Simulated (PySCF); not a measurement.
PySCF input file for CH7GeNOSi, SMILES [OH][Ge@@H]1[NH]C[SiH2]1, B3LYP-D3(BJ)/def2-SVP. The structure is a stationary point at B3LYP-D3(BJ)/def2-SVP. The structure was generated by enumeration; whether it is a known compound was not checked. One conformer was computed; it need not be the lowest.

```python
import numpy as np
from pyscf import gto, scf, dft, df
from pyscf.hessian import thermo

mol = gto.M(
    atom='''
    O     1.75855152    0.22688398   -1.23384900
    Ge    0.74642098    0.03730691    0.24454795
    N    -0.41775553   -1.40237055    0.19693594
    C    -1.76358879   -0.91035757   -0.12675946
    Si   -1.44189270    0.97996924    0.09770226
    H     2.68138789   -0.02020463   -1.08978583
    H     1.73752420   -0.01603448    1.43626284
    H    -0.22226430   -2.38893868    0.04812426
    H    -2.09487767   -1.13728064   -1.15990783
    H    -2.54220761   -1.29687242    0.55845434
    H    -1.78815604    1.84144529   -1.06851171
    H    -2.03297100    1.56816266    1.33479494
    ''',
    basis='def2-SVP',
    charge=0,
    spin=0,
    max_memory=1600,
    verbose=3,
)
mf = dft.RKS(mol, xc='b3lyp').density_fit(auxbasis='def2-universal-jkfit')
mf.disp = 'd3bj'
mf.grids.level = 3
mf.conv_tol = 1e-11
mf.max_cycle = 100
mf.kernel()

# [left out here: the lines that compute and print the analytic Hessian (its translational invariance restored by hand, since the grid's response is missing), thermochemistry and intensities]
```

Output:

```
[...]
       3   C                 0.02 -0.05  0.01   -0.08 -0.14 -0.03   -0.03 -0.07 -0.01
       4  Si                -0.01  0.01 -0.02   -0.01  0.07  0.01    0.01  0.02  0.00
       5   H                 0.00  0.01  0.11    0.04  0.02 -0.07   -0.09  0.01  0.02
       6   H                 0.20 -0.79 -0.20   -0.04  0.21  0.06   -0.06 -0.09  0.04
       7   H                 0.05  0.02 -0.02   -0.03 -0.11  0.06    0.08  0.06 -0.03
       8   H                 0.04  0.01 -0.01   -0.04 -0.14 -0.04   -0.01 -0.12 -0.01
       9   H                 0.01 -0.10 -0.03   -0.07 -0.20 -0.05   -0.00 -0.12 -0.01
      10   H                -0.03  0.05  0.02    0.17  0.18  0.03    0.00  0.05  0.02
      11   H                 0.35  0.14  0.09    0.19  0.23  0.03   -0.01  0.06 -0.02
Mode                                12                  13                  14
Irrep
Freq [cm^-1]                      697.6372            756.3249            764.3386
Reduced mass [au]                   3.1382              1.4206              1.0423
Force const [Dyne/A]                0.8999              0.4788              0.3588
Char temp [K]                    1003.7446           1088.1832           1099.7131
Normal mode                   x     y     z       x     y     z       x     y     z
       0   O                -0.04 -0.01  0.05    0.00 -0.00 -0.01    0.01 -0.01 -0.02
       1  Ge                 0.02  0.03 -0.01    0.00  0.02  0.00    0.00  0.01 -0.00
       2   N                -0.02 -0.17 -0.01   -0.04 -0.08 -0.00   -0.00 -0.01  0.02
       3   C                 0.05  0.08  0.02   -0.02 -0.04 -0.02    0.03  0.00 -0.01
       4  Si                -0.04 -0.01 -0.01    0.06  0.04  0.01   -0.00  0.00  0.01
       5   H                -0.03  0.02  0.04   -0.02 -0.03  0.10    0.10  0.11 -0.38
       6   H                 0.07 -0.05 -0.04    0.09 -0.18 -0.08   -0.63 -0.36  0.50
       7   H                -0.26 -0.23  0.09   -0.02 -0.08  0.03   -0.02 -0.02  0.01
       8   H                -0.03  0.20  0.02   -0.06 -0.06 -0.01   -0.03 -0.04  0.02
       9   H                -0.04  0.23 -0.00   -0.04  0.04  0.01    0.03  0.09  0.04
      10   H                 0.14  0.07  0.01   -0.53 -0.30 -0.07   -0.00 -0.05 -0.03
      11   H                 0.08 -0.01  0.04   -0.44 -0.20 -0.10   -0.05  0.02 -0.02
Mode                                15                  16                  17
Irrep
Freq [cm^-1]                      854.3170            900.5818            945.7262
Reduced mass [au]                   1.3238              1.1247              1.0618
Force const [Dyne/A]                0.5693              0.5374              0.5595
Char temp [K]                    1229.1719           1295.7368           1360.6894
Normal mode                   x     y     z       x     y     z       x     y     z
       0   O                 0.00 -0.00 -0.00    0.04 -0.02  0.06   -0.00  0.00  0.00
       1  Ge                 0.00  0.00 -0.00   -0.02  0.00  0.00    0.00 -0.00 -0.00
       2   N                 0.00 -0.00 -0.02   -0.00 -0.00 -0.00   -0.01  0.01  0.00
       3   C                -0.03 -0.01  0.13   -0.00 -0.00 -0.01   -0.01 -0.01 -0.00
       4  Si                 0.01  0.01 -0.03    0.00  0.00  0.00   -0.02  0.04  0.00
       5   H                 0.02  0.02 -0.07    0.21  0.16 -0.80   -0.01 -0.00  0.03
       6   H                -0.07 -0.06  0.05    0.31  0.04 -0.26   -0.02  0.01  0.02
       7   H                -0.03 -0.02  0.03    0.02  0.00 -0.00    0.01  0.01 -0.01
       8   H                 0.22  0.45 -0.06   -0.00 -0.02 -0.00   -0.00 -0.04  0.00
       9   H                -0.13 -0.45 -0.24   -0.00  0.02  0.01    0.01 -0.05 -0.00
      10   H                 0.07  0.19  0.09   -0.01 -0.05 -0.03    0.29 -0.44 -0.43
      11   H                -0.22 -0.29 -0.00   -0.02 -0.03  0.01    0.22 -0.53  0.37
Mode                                18                  19                  20
Irrep
Freq [cm^-1]                     1046.0084           1160.8881           1170.9513
Reduced mass [au]                   3.2285              1.2988              1.1180
Force const [Dyne/A]                2.0812              1.0313              0.9032
Char temp [K]                    1504.9732           1670.2595           1684.7382
Normal mode                   x     y     z       x     y     z       x     y     z
       0   O                 0.00  0.00 -0.00   -0.00  0.00 -0.00   -0.00 -0.00  0.00
       1  Ge                 0.00  0.00  0.00    0.00 -0.00 -0.00   -0.00  0.00  0.00
       2   N                -0.15  0.05 -0.03   -0.06  0.02 -0.01   -0.03 -0.01  0.05
       3   C                 0.16 -0.07  0.04    0.06 -0.11  0.02    0.03  0.00 -0.06
       4  Si                 0.00  0.00  0.00   -0.00  0.00 -0.00    0.00  0.00 -0.01
       5   H                 0.00  0.00  0.01   -0.00 -0.00  0.01    0.00  0.00 -0.00
       6   H                 0.02  0.07 -0.01   -0.00  0.05  0.01    0.01  0.02 -0.01
       7   H                -0.39  0.02 -0.11    0.48  0.11  0.09    0.04  0.01  0.01
       8   H                 0.18 -0.15  0.04   -0.11  0.45 -0.05   -0.55  0.40  0.02
       9   H                 0.14 -0.09  0.02   -0.23  0.48  0.03    0.49 -0.37  0.22
      10   H                -0.00 -0.00 -0.00    0.03  0.01 -0.01    0.01  0.03  0.01
      11   H                -0.01 -0.00  0.00    0.01 -0.01  0.02   -0.02 -0.03 -0.00
Mode                                21                  22                  23
Irrep
Freq [cm^-1]                     1321.8680           1479.1550           2072.4095
Reduced mass [au]                   1.4476              1.0803              1.0210
Force const [Dyne/A]                1.4903              1.3926              2.5835
Char temp [K]                    1901.8737           2128.1746           2981.7358
Normal mode                   x     y     z       x     y     z       x     y     z
       0   O                 0.00 -0.00 -0.00   -0.00 -0.00  0.00    0.00 -0.00  0.00
       1  Ge                -0.00 -0.00  0.00    0.00  0.00 -0.00    0.01 -0.00  0.01
       2   N                 0.10  0.05  0.03   -0.02 -0.02 -0.01    0.00 -0.00 -0.00
       3   C                -0.03 -0.10 -0.02   -0.07 -0.01 -0.02    0.00  0.00  0.00
       4  Si                 0.00  0.01  0.00   -0.00 -0.00 -0.00   -0.00  0.00 -0.00
       5   H                 0.00  0.00 -0.00   -0.00 -0.00  0.00   -0.00  0.00  0.00
       6   H                -0.00  0.01 -0.01    0.00 -0.01  0.01   -0.63  0.03 -0.77
       7   H                -0.65 -0.07 -0.15    0.08 -0.00  0.02    0.01 -0.00  0.01
       8   H                -0.09  0.33 -0.09    0.61  0.16 -0.24    0.01  0.00 -0.00
       9   H                -0.09  0.27  0.10    0.41  0.10  0.53    0.00  0.00  0.00
      10   H                -0.02 -0.02 -0.02    0.00  0.00 -0.00    0.00  0.00 -0.01
      11   H                -0.02 -0.02  0.01    0.01  0.01  0.00   -0.01  0.01  0.02
Mode                                24                  25                  26
Irrep
Freq [cm^-1]                     2214.8612           2228.4149           2975.8830
Reduced mass [au]                   1.0325              1.0505              1.0580
Force const [Dyne/A]                2.9841              3.0736              5.5204
Char temp [K]                    3186.6921           3206.1928           4281.6331
Normal mode                   x     y     z       x     y     z       x     y     z
       0   O                -0.00 -0.00  0.00   -0.00 -0.00  0.00   -0.00 -0.00  0.00
       1  Ge                 0.00 -0.00  0.00    0.00  0.00 -0.00    0.00  0.00 -0.00
       2   N                -0.00  0.00 -0.00   -0.00  0.00  0.00   -0.00  0.00 -0.00
       3   C                -0.00 -0.00 -0.00   -0.00 -0.00 -0.00   -0.04 -0.03 -0.04
       4  Si                -0.02  0.02  0.01   -0.00  0.01 -0.04   -0.00  0.00 -0.00
       5   H                -0.00  0.00  0.00   -0.00  0.00  0.00   -0.00 -0.00 -0.00
       6   H                -0.02  0.00 -0.02    0.00  0.00  0.01   -0.00 -0.00 -0.00
       7   H                -0.00  0.00 -0.00   -0.00  0.00  0.00   -0.00 -0.00  0.00
       8   H                -0.00  0.00 -0.00   -0.00 -0.00 -0.01    0.22  0.17  0.79
       9   H                -0.00  0.00  0.00    0.00  0.00 -0.00    0.33  0.16 -0.33
      10   H                 0.09 -0.25  0.36    0.20 -0.50  0.68    0.00 -0.00  0.00
      11   H                 0.34 -0.34 -0.73   -0.18  0.18  0.36    0.00  0.00  0.00
Mode                                27                  28                  29
Irrep
Freq [cm^-1]                     3017.7866           3568.9043           3837.8175
Reduced mass [au]                   1.1043              1.0765              1.0671
Force const [Dyne/A]                5.9251              8.0783              9.2606
Char temp [K]                    4341.9230           5134.8586           5521.7650
Normal mode                   x     y     z       x     y     z       x     y     z
       0   O                -0.00 -0.00 -0.00   -0.00 -0.00 -0.00   -0.06  0.01 -0.01
       1  Ge                 0.00  0.00  0.00   -0.00 -0.00  0.00   -0.00  0.00 -0.00
       2   N                -0.00 -0.00 -0.00   -0.01  0.07  0.01    0.00 -0.00 -0.00
       3   C                -0.04 -0.02  0.08    0.00  0.00  0.00   -0.00  0.00  0.00
       4  Si                -0.00  0.00  0.00   -0.00 -0.00 -0.00    0.00 -0.00 -0.00
       5   H                -0.00 -0.00  0.00    0.00 -0.00  0.00    0.93 -0.24  0.13
       6   H                 0.00 -0.00  0.00    0.00  0.00  0.00    0.00 -0.00 -0.00
       7   H                -0.00  0.00 -0.00    0.18 -0.93 -0.14    0.00  0.00 -0.00
       8   H                -0.14 -0.11 -0.44    0.00 -0.00 -0.00    0.00  0.00  0.00
       9   H                 0.57  0.30 -0.51    0.00  0.00 -0.00    0.00 -0.00 -0.00
      10   H                -0.00  0.00 -0.00   -0.00  0.00  0.00    0.00 -0.00  0.00
      11   H                 0.00 -0.00 -0.00   -0.00  0.00  0.00    0.00 -0.00 -0.00
temperature 298.1500 [K]
pressure 101325.00 [Pa]
Rotational constants [GHz] 4.42335 1.99389 1.68684
Symmetry number 1
Zero-point energy (ZPE) 0.08127 [Eh]   213369.050 [J/mol]
                           tot       elec      trans        rot        vib
Entropy [J/mol/K]       364.970      0.000    171.219    114.938     78.812
Cv [J/mol/K]            117.920      0.000     12.472     12.472     92.976
Cp [J/mol/K]            126.234      0.000     20.786     12.472     92.976
Internal energy [J/mol]                      3718.434   3718.434 226618.581
Internal energy [Eh]   -2538.30273  -2538.39187
Enthalpy [J/mol]                             6197.391   3718.434 226618.581
Enthalpy [Eh]          -2538.30178
Gibbs free energy [J/mol]                  -44851.635 -30550.425 203120.791
Gibbs free energy [Eh] -2538.34323
mode   freq/cm-1   IR/(km/mol)
   1       73.34        19.759
   2      104.20        24.495
   3      173.01        55.691
   4      231.83         5.808
   5      328.61        52.497
   6      346.01        10.951
   7      417.26         9.137
   8      484.91        89.824
   9      564.71        15.894
  10      615.29       114.980
  11      644.59         6.229
  12      674.89       142.566
  13      697.64        40.851
  14      756.32       117.655
  15      764.34        88.754
  16      854.32        21.986
  17      900.58        44.282
  18      945.73        96.402
  19     1046.01        23.264
  20     1160.89        18.379
  21     1170.95         1.506
  22     1321.87        13.605
  23     1479.15         6.083
  24     2072.41       212.867
  25     2214.86       104.753
  26     2228.41       101.322
  27     2975.88        70.129
  28     3017.79        35.054
  29     3568.90         4.932
  30     3837.82        62.129
max |gradient| / (hartree/bohr): 7.78595441567972e-05
APT charges: [-0.8198  1.3061 -0.765   0.0598  0.7899  0.2481 -0.3144  0.1441 -0.0774
 -0.0705 -0.2498 -0.2513]
```

Self-consistency was reached.
